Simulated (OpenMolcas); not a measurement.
**Mn4+ in a point-charge field**

Mn4+ among 3 point charges of -2 e arranged as a planar triangle (D3h), 1.92 Å from the ion.
```
   1.9200    0.0000    0.0000  -2.00
  -0.9600    1.6628    0.0000  -2.00
  -0.9600   -1.6628    0.0000  -2.00
```

- Program: OpenMolcas 26.06
- Method: CASSCF
- Basis: ANO-RCC-VTZP [6s5p3d2f1g]
- Scalar Hamiltonian: DKH2, point nucleus
- Active space: 3 electrons in 5 orbitals (3d)
- State averaging: 2S+1 = 4 even, 10 roots; 2S+1 = 2 even, 40 roots
- Spin-orbit coupling: state interaction with AMFI integrals over the reference wave functions

The lowest spin-free states (labels of D3, the rotations of D3h), above the lowest:

```tsv
State	Degeneracy	E (cm-1)	Free-ion L (%)
4A2	1	0.0	F (100)
4A1	1	5.1	F (100)
4E	2	1501	F (100)
4A2	1	2087	F (88)
4E	2	2620	F (97)
4A2	1	18182	P (88)
2A1	1	20218	G (98)
2E	2	20382	G (95)
2E	2	21146	G (94)
2A2	1	21951	G (91)
2A1	1	21959	G (91)
2E	2	23141	G (90)
2A2	1	23292	H (94)
2E	2	23832	H (94)
2E	2	25235	H (76)
4E	2	25477	P (97)
2E	2	26031	P (82)
2E	2	28465	D (79)
2S+1 = 2	2	28815	H (90)
2A2	1	30205	P (96)
```

The lowest levels with spin-orbit coupling:

```json
{"E (cm-1)": "0.0", "Degeneracy": "2", "Label": "E3/2", "2S+1": "4", "g": "0.00 0.00 0.04"}
{"E (cm-1)": "423.6", "Degeneracy": "2", "Label": "E1/2", "2S+1": "4", "g": "0.04 0.04 4.06"}
{"E (cm-1)": "870.0", "Degeneracy": "2", "Label": "E1/2", "2S+1": "4", "g": "0.04 0.04 8.05"}
{"E (cm-1)": "1341", "Degeneracy": "2", "Label": "E3/2", "2S+1": "4", "g": "0.00 0.00 12.00"}
{"E (cm-1)": "1651", "Degeneracy": "2", "Label": "E1/2", "2S+1": "4", "g": "0.32 0.32 1.79"}
{"E (cm-1)": "1943", "Degeneracy": "2", "Label": "E3/2", "2S+1": "4", "g": "0.00 0.00 2.27"}
{"E (cm-1)": "2293", "Degeneracy": "2", "Label": "E1/2", "2S+1": "4", "g": "0.00 0.00 6.10"}
{"E (cm-1)": "2365", "Degeneracy": "2", "Label": "E1/2", "2S+1": "4", "g": "1.98 2.46 2.46"}
{"E (cm-1)": "2636", "Degeneracy": "2", "Label": "E3/2", "2S+1": "4", "g": "0.00 0.00 5.49"}
{"E (cm-1)": "2678", "Degeneracy": "2", "Label": "E1/2", "2S+1": "4", "g": "0.00 0.00 9.95"}
{"E (cm-1)": "3192", "Degeneracy": "2", "Label": "E1/2", "2S+1": "4", "g": "2.65 4.26 4.26"}
{"E (cm-1)": "3647", "Degeneracy": "2", "Label": "E1/2", "2S+1": "4", "g": "0.00 0.00 7.84"}
{"E (cm-1)": "3663", "Degeneracy": "2", "Label": "E1/2", "2S+1": "4", "g": "1.15 6.11 6.11"}
{"E (cm-1)": "3681", "Degeneracy": "2", "Label": "E3/2", "2S+1": "4", "g": "0.00 0.00 4.19"}
{"E (cm-1)": "18835", "Degeneracy": "2", "Label": "E3/2", "2S+1": "4", "g": "0.00 0.00 5.99"}
{"E (cm-1)": "18852", "Degeneracy": "2", "Label": "E1/2", "2S+1": "4", "g": "2.00 3.92 3.92"}
{"E (cm-1)": "20690", "Degeneracy": "2", "Label": "E1/2", "2S+1": "2", "g": "1.13 3.21 3.21"}
{"E (cm-1)": "21079", "Degeneracy": "2", "Label": "E1/2", "2S+1": "2", "g": "0.88 5.18 5.18"}
{"E (cm-1)": "21083", "Degeneracy": "2", "Label": "E3/2", "2S+1": "2", "g": "0.00 0.00 3.75"}
{"E (cm-1)": "21606", "Degeneracy": "2", "Label": "E3/2", "2S+1": "2", "g": "0.00 0.00 2.25"}
```

Electric-dipole absorption from the lowest level at this geometry, strongest bands:

| E (cm-1) | λ (nm) | Label | f |
| --- | --- | --- | --- |
| 25882 | 386 | E1/2 | 4.08e-06 |
| 26398 | 379 | E1/2 | 1.25e-06 |

Powder χT (cm3 K/mol): 0.0044 at 2 K, 0.0218 at 10 K, 0.109 at 50 K, 0.218 at 100 K, 0.449 at 200 K, 0.685 at 300 K. The effective moment at 300 K is 2.828 √(χT) = 2.34 μB.

The lowest level has 2S+1 = 4, for which the spin-only value is χT = S(S+1) / 2 = 1.875 cm3 K/mol (g = 2). The computed 0.685 at 300 K differs by -1.190, through orbital momentum, spin-orbit coupling and any other state in reach.

Spin-orbit coupling mixes the spin-free states strongly: the lowest level takes only 49 % from its leading state, 4A2. Without dynamic correlation the repulsion within the d shell is too large (B by tens of per cent), so at a given field states of lower spin stand too high. The ground term spreads over less than 5000 cm-1, several times less than with real ligands, so orbital moments are less quenched and χT lies further from the spin-only value than at real sites. This is an electrostatic model: the charges have no orbitals. No measured value stands beside these numbers.
